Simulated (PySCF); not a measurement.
Compound: C6H9N2 (charge +1).
Cartesian coordinates in Å at the PBE0-D3(BJ)/def2-SVP level; atoms count from 1:
```xyz
17
C6H9N2 angstrom
C      2.644   -0.302   -0.467
C      1.260    0.200   -0.254
C      0.207   -0.670    0.052
N     -1.037   -0.189    0.217
C     -2.126   -1.109    0.573
C     -1.274    1.126    0.087
C     -0.205    1.964   -0.216
N      1.027    1.510   -0.379
H      3.365    0.445   -0.109
H      2.821   -1.264    0.031
H      2.823   -0.435   -1.547
H      0.343   -1.747    0.171
H     -3.088   -0.623    0.376
H     -2.043   -2.019   -0.033
H     -2.048   -1.361    1.639
H     -2.296    1.478    0.229
H     -0.374    3.041   -0.325
```

Computed with PySCF at CAM-B3LYP/def2-SVPD, non-relativistic, on one gas-phase PBE0-D3(BJ)/def2-SVP geometry that isn't relaxed in the solvent. The solvent is an IEF-PCM continuum (van der Waals radii × 1.2). The model holds no explicit solvent molecules, cavitation or dispersion.

Gas phase at CAM-B3LYP/def2-SVPD: HOMO -14.09 eV, LUMO -6.18 eV.

Task: What does the continuum do to the energy and the frontier levels at CAM-B3LYP/def2-SVPD in chloroform and acetone?

Result: 
| solvent | ε | E(solvent) − E(gas) (kcal/mol) | polarisation term (kcal/mol) | distortion of the solute (kcal/mol) | HOMO (eV) | LUMO (eV) |
| --- | --- | --- | --- | --- | --- | --- |
| chloroform | 4.711 | -44.33 | -45.29 | 0.96 | -10.72 | -2.76 |
| acetone | 20.49 | -54.10 | -55.94 | 1.84 | -10.02 | -2.05 |

The first energy column is the sum of the next two and covers electrostatics alone. The atom shares or the degeneracy of the HOMO differ from the gas phase in chloroform and acetone, so that column needn't follow one orbital. From chloroform to acetone the lowering changes by a factor 1.22, Born's factor 1 − 1/ε by 1.21 and ε itself by 4.3.

Task: Which radius a makes Born's formula ΔE = −(q²/2a)(1 − 1/ε) give the value in acetone?

Result: a = q²(1 − 1/ε)/(2|ΔE|) = 2.92 Å, with q = +1 e and |ΔE| = 0.0862 Eh; the farthest nucleus lies 3.40 Å from the centroid of the nuclei. The formula assumes a point charge at the centre of a sphere.

Task: How does the static polarisability (CAM-B3LYP/def2-SVPD, frozen core, with the continuum's full static response) change?

Result: 
```csv
medium,isotropic (au),principal values (au),⟨r²⟩ of the electrons (bohr²)
gas,78.9,"49.7, 86.7, 100.4",944.4
chloroform,99.1,"61.0, 110.9, 125.3",945.7
acetone,107.1,"66.6, 120.5, 134.4",946.1
```

The isotropic value in acetone is 1.36 times the gas-phase one; no cavity-field correction is applied. ⟨r²⟩ is taken about the centre of nuclear charge.

Time: 56 s of wall time; peak memory 1.2 GiB. Hardware: Arm Neoverse V1, one thread, no GPU, on a shared host. This is the whole response run at CAM-B3LYP/def2-SVPD in acetone, SCF included.
